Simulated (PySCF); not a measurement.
UHF on Ru- (ruthenium, charge -1), [Kr] 4d7 5s2, high-spin 4F determinant. Computed with PySCF 2.14 in def2-QZVPPD with the def2 core potential (28 electrons), with a scalar-relativistic core potential.

```
cycle= 1 E= -94.1135294171454  delta_E= -0.00783  |g|= 0.0369  |ddm|= 0.0331
cycle= 2 E= -94.1139335663652  delta_E= -0.000404  |g|= 0.0098  |ddm|= 0.0088
cycle= 3 E= -94.1139799470483  delta_E= -4.64e-05  |g|= 0.00235  |ddm|= 0.0109
cycle= 4 E= -94.113984989327  delta_E= -5.04e-06  |g|= 0.00125  |ddm|= 0.00429
cycle= 5 E= -94.1139877372811  delta_E= -2.75e-06  |g|= 0.000182  |ddm|= 0.00937
cycle= 6 E= -94.1139878411516  delta_E= -1.04e-07  |g|= 5.95e-05  |ddm|= 0.00437
cycle= 7 E= -94.1139878665808  delta_E= -2.54e-08  |g|= 1.95e-05  |ddm|= 0.0031
cycle= 8 E= -94.1139878703202  delta_E= -3.74e-09  |g|= 5.11e-06  |ddm|= 0.00144
cycle= 9 E= -94.1139878705224  delta_E= -2.02e-10  |g|= 7.22e-07  |ddm|= 0.000399
converged SCF energy = -94.1139878705224  <S^2> = 3.8058811  2S+1 = 4.0278437
```

Highest occupied orbital energy: 0.140 eV; ⟨L²⟩ = 12.07; populations by l: s 4.00, p 6.00, d 7.00, f 0.00.

Question: Can this result be used?

Answer: With care. Self-consistency was reached. Energies and moments cover only the electrons outside the core potential. At UHF the highest occupied level has a positive energy, so only the finite basis holds that electron.
